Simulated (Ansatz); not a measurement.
FIn (SMILES [F][In]), singlet, geometry from GFN2-xTB (such geometries of metal compounds can be far from the true shape) (core potentials on In).

Here is a job for Ansatz (a first-principles code).
Ansatz 0.2 input:
```yaml
crystal:
  periodic: [false, false, false]
  atoms:
    - {symbol: In, position_ang: [-0.00000000, -0.00000000, -0.31421463]}
    - {symbol: F, position_ang: [0.00000000, 0.00000000, 1.71072408]}
basis:
  gaussian:
    orbitals: def2-SVP
hamiltonian:
  xc: pbe0
```

**Question.** What does this run give for the total energy, number of basis functions?

**Answer.** 
```yaml
total_energy: -289.8515 Eh
number_of_basis_functions: 40
```
